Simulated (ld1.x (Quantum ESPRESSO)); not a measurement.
# Ti ultrasoft: all-electron and pseudo phase curves

titanium, ultrasoft, made with ld1.x (Quantum ESPRESSO) 7.5 (PBE, scalar-relativistic). Core [Ar], reference 3d1 4s0 4p0 (charge +3). Waves: 4s (bound, empty): rcut 1.95, rcutus 2.35 bohr; 4s channel at 1.45 Ry: rcut 1.95, rcutus 2.35 bohr; 4p (bound, empty): rcut 1.95, rcutus 2.25 bohr; 4p channel at 1.55 Ry: rcut 1.95, rcutus 2.25 bohr; 3d (bound): rcut 1.95, rcutus 2.45 bohr; 3d channel at -1.95 Ry: rcut 1.95, rcutus 2.45 bohr. Local part: all-electron potential smoothed inside 2.40 bohr (lloc = -1). Core correction: none. Augmentation charge: built from norm-conserving waves at rcut, not smoothed further.

The phase is arctan(r·u′/u) with u = r·R(r), unwrapped; energies in Ry, scanned from -5 to 5 Ry. A pole is an energy at which the radial function vanishes at the test radius. The pseudo phase is shifted by a multiple of π to meet the all-electron one at the reference energy, and phase errors are pseudo minus all-electron; the curves can meet again beyond the range given. Levels narrower than the energy grid can be missing from the lists of poles.

| channel | radius (bohr) | reference energy (Ry) | poles, all-electron | poles, pseudo | unbroken range about the reference energy with phases within 0.05 rad | phase error 1 Ry above the reference energy (rad) |
| --- | --- | --- | --- | --- | --- | --- |
| s | 2.66 | -1.94 | 0.08 | 0.06 | below 3.3 | -0.002 |
| p | 2.66 | -1.54 | 0.97 | 0.17, 0.99 | -4.9 to 0.1 | -0.015 |
| d | 2.66 | -2.55 | -2.39, 2.31 | -2.37, -2.07 | -2.6 to -2.1 | -2.990 |

A Bessel basis up to 400 Ry misses an occupied level by 0.11 Ry, so cutoffs and ghosts were not judged.

Phases in the s channel:

```csv
E (Ry),all-electron,pseudo
-5.00,1.327,1.323
-4.48,1.294,1.290
-3.96,1.245,1.241
-3.44,1.162,1.159
-2.92,0.994,0.991
-2.40,0.513,0.511
-1.88,-0.652,-0.652
-1.36,-1.229,-1.231
-0.84,-1.425,-1.426
-0.32,-1.521,-1.523
0.20,-1.584,-1.586
0.72,-1.633,-1.635
1.24,-1.680,-1.681
1.76,-1.732,-1.732
2.28,-1.802,-1.798
2.80,-1.916,-1.902
3.32,-2.168,-2.113
3.84,-2.947,-2.734
4.36,-3.992,-3.890
4.88,-4.349,-4.456
```
